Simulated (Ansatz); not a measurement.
Molecule: C5H11O (charge 0, doublet). It need not be the lowest isomer of its formula. SMILES: C(CC)(CC)[O]
Structure (B3LYP-D3(BJ)/def2-TZVP (Ansatz, a quantum-chemistry and plane-wave program) minimum search):
```xyz
17

C      2.5467    -0.0471    -0.3144
C      1.2336     0.7235    -0.3507
C      0.0070    -0.1504    -0.0345
C     -1.3366     0.5748    -0.2268
C     -2.5427    -0.3417    -0.0692
O      0.1016    -0.7778     1.1743
H      2.5695    -0.8221    -1.0847
H      2.6818    -0.5327     0.6520
H      3.3959     0.6164    -0.4852
H      1.0848     1.1805    -1.3326
H      1.2537     1.5414     0.3756
H      0.0227    -1.0112    -0.7429
H     -1.3811     1.3889     0.5026
H     -1.3361     1.0404    -1.2160
H     -2.5277    -0.8343     0.9029
H     -3.4750     0.2187    -0.1542
H     -2.5498    -1.1184    -0.8381
```
Charge 0, spin multiplicity 2.

Quantity: atomisation energy (electronic, to ground-state atoms), in kJ/mol. Correlated levels leave the core frozen unless marked. UHF or UKS for open shells. Spin-orbit coupling is left out. Non-relativistic. The coupled-cluster limit lacks core correlation, which all-electron functionals hold. CBS marks a two-point X^-3 extrapolation of the correlation energy; Hartree-Fock from the larger set. [CCSD(T)-MP2]/basis is that difference in the basis named.

| level | program | atomisation energy (kJ/mol) |
|---|---|---|
| PBE-D4/def2-TZVPD | Ansatz + dftd4 | 6771.6 |
| BLYP-D4/def2-TZVPD | Ansatz + dftd4 | 6610.3 |
| r2SCAN-D4/def2-TZVPD | Ansatz + dftd4 | ? |
| HSE06-D3(BJ)/def2-TZVPD | Ansatz + dftd3 | 6680.3 |
| LC-wPBE-D3(BJ)/def2-TZVPD | Ansatz + dftd3 | 6660.2 |
| LC-wPBE/def2-TZVPD | Ansatz | 6630.8 |
| SCS-MP2/6-31G | Ansatz | 5744.6 |
| SCS-MP2/cc-pVDZ | Ansatz | 6194.7 |
| SCS-MP2/cc-pVTZ | Ansatz | 6512.9 |
| CCSD/STO-3G | Ansatz | 6851.2 |
| CCSD/6-31G* | Ansatz | ? |
| CCSD/cc-pVDZ | Ansatz | ? |
| RI-MP2/CBS(cc-pVTZ,cc-pVQZ)+[CCSD(T)-MP2]/cc-pVTZ | Ansatz | ? |

Task: Fill in the missing entries.

Result: 
- r2SCAN-D4/def2-TZVPD, atomisation energy (kJ/mol): 6656.5
- CCSD/6-31G*, atomisation energy (kJ/mol): 6038.6
- CCSD/cc-pVDZ, atomisation energy (kJ/mol): 6126.5
- RI-MP2/CBS(cc-pVTZ,cc-pVQZ)+[CCSD(T)-MP2]/cc-pVTZ, atomisation energy (kJ/mol): 6625.1
